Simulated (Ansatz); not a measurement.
Process, species as SMILES: [NH]B(Br)Br -> [NH-]B(Br)Br (an electron is taken up)
Each molecule is optimised on its own at B3LYP-D3(BJ)/def2-TZVP (Ansatz, a program for electronic structure), one conformer each, not searched for the lowest. Frequencies are from Ansatz.

Quantity: adiabatic electron affinity (0 K, with B3LYP-D3(BJ) harmonic zero-point energies), positive where the reaction releases energy, in eV. Cores are frozen in the correlated levels unless marked. UHF or UKS for open shells. No spin-orbit coupling. Frozen are the shells of the preceding noble gas and the d and f shells that filled before the atom's block. Non-relativistic. Anions need diffuse functions: aug- sets have them; def2-D sets add few; the other sets have none. CBS(X,Y): correlation extrapolated as X^-3; Hartree-Fock from the larger set.

| level | program | adiabatic electron affinity (eV) |
|---|---|---|
| r2SCAN/def2-TZVPD | Ansatz | 3.16 |
| PBE0/6-31G* | Ansatz | [?] |
| PBE0/def2-SVP | Ansatz | 2.90 |
| PBE0/def2-TZVP | Ansatz | 3.15 |
| r2SCAN0/def2-TZVPD | Ansatz | 3.13 |
| CAM-B3LYP-D4/def2-TZVPD | Ansatz + dftd4 | [?] |
| LC-wPBE-D4/def2-TZVPD | Ansatz + dftd4 | [?] |
| RPA@PBE/cc-pVQZ | Ansatz | 3.69 |
| SCS-MP2/aug-cc-pVQZ | Ansatz | 3.64 |
| SCS-MP2/cc-pV5Z | Ansatz | 3.63 |
| CCSD(T)/CBS(aug-cc-pVTZ,aug-cc-pVQZ) | Ansatz | [?] |

Complete the blanks.


- PBE0/6-31G*, adiabatic electron affinity (eV): 2.94
- CAM-B3LYP-D4/def2-TZVPD, adiabatic electron affinity (eV): 3.36
- LC-wPBE-D4/def2-TZVPD, adiabatic electron affinity (eV): 3.35
- CCSD(T)/CBS(aug-cc-pVTZ,aug-cc-pVQZ), adiabatic electron affinity (eV): 3.54
